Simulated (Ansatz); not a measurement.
Consider the hydrogen abstraction from the Si–H bond: `C[SiH](F)[SeH]` + F• → `C[Si](F)[SeH]`• + H–F.

Calculated with Ansatz (gas phase, PBE0-D4/def2-TZVP geometries, no zero-point term in ΔE). CCSD(T)/CBS is the MP2 limit (def2-TZVPP, def2-QZVPP) plus CCSD(T) − MP2 in def2-TZVPP, frozen cores. This one scheme is used for every species, atoms too. Functionals use def2-TZVPP. No spin–orbit coupling; open shells (•) take unrestricted orbitals. Spin–orbit coupling would lower the free atoms: a little for F. Bonds to Se are less sure, by a few kJ/mol each and by 10 to 20 or more in all where they break to atoms, as the def2 sets lack core-valence functions. Scalar relativity is left out up to krypton. Each species was taken in one conformer, which may not be the lowest.

| species | LC-ωPBE energy (Eh) |
| --- | --- |
| `C[SiH](F)[SeH]` | -2831.68781 |
| F• | -99.71478 |
| `C[Si](F)[SeH]`• | -2831.03318 |
| H–F | -100.44042 |

Q: Work out ΔE.

A: ΔE = (-2831.03318) + (-100.44042) − (-2831.68781) − (-99.71478) = -0.07101 Eh = -44.6 kcal/mol. CCSD(T)/CBS gives -44.0 kcal/mol.

Largest T1 diagnostic among the species: 0.012.

From BLYP to BHLYP (50 % exact exchange), in def2-TZVPP and without D4, ΔE moves by +13.6 kcal/mol. At CCSD(T), def2-SVP lies +9.2 kcal/mol from the extrapolated value and def2-TZVPP +3.1 kcal/mol.
